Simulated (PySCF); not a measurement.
Field gradients at the hydrogen positions

Species: C8H13OP.
Cartesian coordinates in Å at the GFN2-xTB level; atoms count from 1:
```
atom  x, y, z in Å
C1     2.8566    1.8728   -0.4183
C2     2.3267    0.9567   -0.9779
C3     1.6622   -0.1486   -1.6139
P4     0.4782   -1.0166   -0.4881
C5     1.4838   -1.5413    0.9507
O6    -0.2215   -2.1205   -1.1569
C7    -0.6191    0.3186    0.1390
C8    -1.8006   -0.1875    0.9804
C9    -2.7628    0.5892    0.0705
C10   -1.6112    0.8358   -0.9139
H11    3.3311    2.6799    0.0546
H12    1.0838    0.1883   -2.4803
H13    2.3827   -0.9002   -1.9526
H14    2.1562   -2.3307    0.6176
H15    2.0528   -0.7132    1.3624
H16    0.8134   -1.9498    1.7049
H17   -0.0332    1.1025    0.6170
H18   -1.7978    0.0913    2.0327
H19   -1.9233   -1.2670    0.8922
H20   -3.1302    1.5057    0.5286
H21   -3.6060    0.0240   -0.3192
H22   -1.4681    1.8620   -1.2473
H23   -1.6583    0.1755   -1.7802
```

Level: PBE0/pcSseg-1 (PySCF, non-relativistic); Q(2H) = 0.00286 b; rigid geometry, the same for H and D, with no vibrational averaging.

Question: Rank these positions by the coupling χzz of a deuteron there, largest first.
A. H13 (methylene hydrogen)
B. H21 (methylene hydrogen)
C. H11 (alkyne hydrogen)

Answer: C (267 kHz), B (211 kHz), A (201 kHz).

Give the electric field gradient Vzz (the principal value of largest size), its asymmetry and the 2H coupling at each hydrogen.

| atom | bonded to | bond length (Å) | Vzz (au) | η | χzz (kHz) |
| --- | --- | --- | --- | --- | --- |
| H11 | C1 | 1.049 | 0.3973 | 0.00 | 267 |
| H12 | C3 | 1.095 | 0.2986 | 0.02 | 201 |
| H13 | C3 | 1.095 | 0.2988 | 0.02 | 201 |
| H14 | C5 | 1.089 | 0.3136 | 0.02 | 211 |
| H15 | C5 | 1.086 | 0.3172 | 0.00 | 213 |
| H16 | C5 | 1.089 | 0.3147 | 0.01 | 212 |
| H17 | C7 | 1.089 | 0.3093 | 0.02 | 208 |
| H18 | C8 | 1.089 | 0.3137 | 0.01 | 211 |
| H19 | C8 | 1.090 | 0.3021 | 0.02 | 203 |
| H20 | C9 | 1.089 | 0.3124 | 0.01 | 210 |
| H21 | C9 | 1.087 | 0.3141 | 0.00 | 211 |
| H22 | C10 | 1.088 | 0.3135 | 0.01 | 211 |
| H23 | C10 | 1.090 | 0.3018 | 0.02 | 203 |

How does χzz go with the bond length over the 13 C–H bonds?

A straight-line fit has a slope of -14.5 kHz for each 0.01 Å, with a correlation coefficient of -0.99, over lengths from 1.049 to 1.095 Å. The longer bonds have the smaller couplings here.

One conformer (not necessarily the lowest) at the GFN2-xTB geometry, without solvent, vibrations or thermal averaging. GFN2-xTB bond lengths can be off by several hundredths of an ångström, more for odd bonds, and the gradients follow them. A larger basis could move these couplings by a tenth or more.

These values come from a run that also computed NMR shieldings. On one thread, Arm Neoverse V2 (shared host), this took 62 s wall.
